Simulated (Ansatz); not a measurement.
Molecule: InF2, net charge 1, singlet state. SMILES of the parent species: [F][In][F]
Structure (B3LYP-D3(BJ)/def2-TZVP (Ansatz, an electronic-structure program) minimum search):
```xyz
3

In     0.0000     0.0000     0.0000
F      0.0000     0.0000     1.8552
F      0.0000     0.0000    -1.8552
```
Charge +1, spin multiplicity 1.

Parts of the frozen-core correlation energy in STO-3G (Ansatz, hartree). Frozen orbitals: 25; correlated occupied orbitals by spin: 8 and 8; virtual: 4 and 4. Spin-orbit coupling is left out. Past Kr the def2 sets carry scalar-relativistic core potentials. STO-3G rows are all-electron and non-relativistic.

```
term                             value
-------------------------  -----------
reference (HF)             -5878.78346
MP2 opposite-spin             -0.06001
MP2 same-spin                 -0.01753
CCSD correlation              -0.08896
(T)                           -0.01546
T1 diagnostic                    0.031
largest doubles amplitude        0.117
```
